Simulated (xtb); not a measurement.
C₆H₁₅B, charge -1, doublet, at a GFN2-xTB geometry (a state made from the parent by changing its charge; the spin is typed, not shown lowest). Base run: GFN2-xTB run with xtb 6.7.1.

Geometry (Å):
```xyz
22

B     -0.1998    -0.2617    -0.0814
C      0.9874     0.4398    -0.9654
C      1.8919    -0.5474    -1.7286
H      1.6543     1.0492    -0.3342
H      0.5746     1.1271    -1.7198
H      1.2977    -1.1450    -2.4208
H      2.3771    -1.2321    -1.0327
H      2.6783    -0.0434    -2.3085
C     -1.7198     0.0536    -0.5853
C     -2.1985     1.4992    -0.3191
H     -2.4533    -0.6108    -0.1026
H     -1.8270    -0.1199    -1.6665
H     -1.5362     2.2085    -0.8145
H     -2.1720     1.7081     0.7497
H     -3.2221     1.6857    -0.6761
C      0.0109    -0.1902     1.5406
C      1.0654    -1.1674     2.0824
H     -0.9319    -0.4034     2.0642
H      0.3205     0.8166     1.8846
H      2.0311    -0.9685     1.6185
H      0.7885    -2.1958     1.8464
H      1.1951    -1.0937     3.1713
```
Charge -1, spin multiplicity 2.
All else is at xtb's defaults.
Base energy -21.80833 Eh.

Variants of this job, named by their change:

```csv
change,ΔE vs base (mEh),G_solv (kcal/mol),SCF cycles
base,0.000,-,10
alpb = dmso,-75.632,-47.72,11
etemp = 3000,-0.002,-,10
alpb = chcl3,-74.067,-46.95,11
acc = 30,0.000,-,8
```

ALPB and GBSA are two models with their own fitted parameters for each solvent, which aren't always the measured dielectric constant.
